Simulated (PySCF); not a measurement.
# Dipole polarisabilities along group 11, charge +2

Calculated with PySCF 2.14 for the ground configurations, without spin-orbit coupling: coupled response for Hartree-Fock and DFT. Mean α in bohr³, C₆ of like pairs in atomic units.

```tsv
species	α UHF	α PBE	α PBE0	C₆ UHF	C₆ PBE	C₆ PBE0
Cu²⁺ [Ar] 3d9 (def2-TZVPPD, non-relativistic)	1.915	2.444	2.256	4.251	5.192	4.869
Ag²⁺ [Kr] 4d9 (def2-TZVPPD with the def2 core potential (28 electrons), ECP)	4.466	5.078	4.862	20.71	23.33	22.47
Au²⁺ [Xe] 4f14 5d9 (def2-TZVPPD with the def2 core potential (60 electrons), ECP)	7.242	7.998	7.745	45.16	50.23	48.67
```
